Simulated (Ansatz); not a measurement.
Geometry optimisation, UKS PBE/def2-SVP in Ansatz 0.2.0.

The input (input.yaml):

```yaml
crystal:
  periodic: [false, false, false]
  atoms:
    - { symbol: Ga, position_ang: [0.048331, -0.567033, -0.499816] }
    - { symbol: Cl, position_ang: [0.028988, -0.128439, 2.912416] }
    - { symbol: H, position_ang: [1.255181, 0.41196, -0.93402] }
    - { symbol: "N", position_ang: [-1.6211, -0.063644, -1.100672] }
    - { symbol: H, position_ang: [-2.493278, -0.542122, -0.864978] }
    - { symbol: H, position_ang: [-1.799719, 0.798804, -1.624171] }
    - { symbol: Si, position_ang: [0.006088, 0.003409, 5.025272] }
    - { symbol: H, position_ang: [-0.753297, -1.173716, 5.560953] }
    - { symbol: H, position_ang: [1.421704, -0.022667, 5.519556] }
    - { symbol: H, position_ang: [-0.665399, 1.283448, 5.427659] }
magnetization:
  spin_polarized: true
  initial_magnetization: 1
basis:
  gaussian: { orbitals: def2-SVP }
hamiltonian:
  xc: pbe
relax:
  f_tol: 0.03
  max_steps: 50
output:
  orbitals: {}
```

Launched with:

```bash
$ ansatz run input.yaml --threads 4 --pin off --max-ram 5120MiB --backend cpu --events-out ev --progress --plain --runs-dir out
```

Where does it end, and by what steps?

The run converged. The force dipped under the threshold on the way, but the program's further checks kept it going. After 31 steps the energy has fallen by 0.090 eV; H10 moved furthest, 2.30 Å.

```csv
step,energy less start (eV),largest force component (eV/Å),accepted
0,0.0000,0.409,yes
2,-0.0060,0.189,yes
4,-0.0089,0.010,yes
6,-0.0106,0.046,yes
8,-0.0153,0.139,yes
10,-0.0227,0.189,yes
12,-0.0367,0.099,yes
14,-0.0451,0.215,yes
16,-0.0590,0.162,yes
18,-0.0656,0.303,yes
20,-0.0764,0.070,yes
22,-0.0803,0.172,no
24,-0.0831,0.059,yes
26,-0.0854,0.095,yes
28,-0.0879,0.087,yes
30,-0.0895,0.039,yes
31,-0.0896,0.015,yes
```

```xyz
10
Properties=species:S:1:pos:R:3
Ga 0.261 -0.446 0.121
Cl 0.043 -1.855 2.871
H 1.169 0.642 0.899
N -1.495 0.094 -0.143
H -2.154 -0.449 -0.706
H -1.745 1.089 -0.158
Si -0.131 -0.061 3.949
H -0.681 -0.406 5.302
H 1.230 0.551 4.078
H -1.070 0.841 3.209
```

Whether the end is a true minimum wasn't checked by a vibrational analysis.

Run time: 52 s on 4 threads of Arm Neoverse V2 (shared host), peak memory 0.2 GiB.
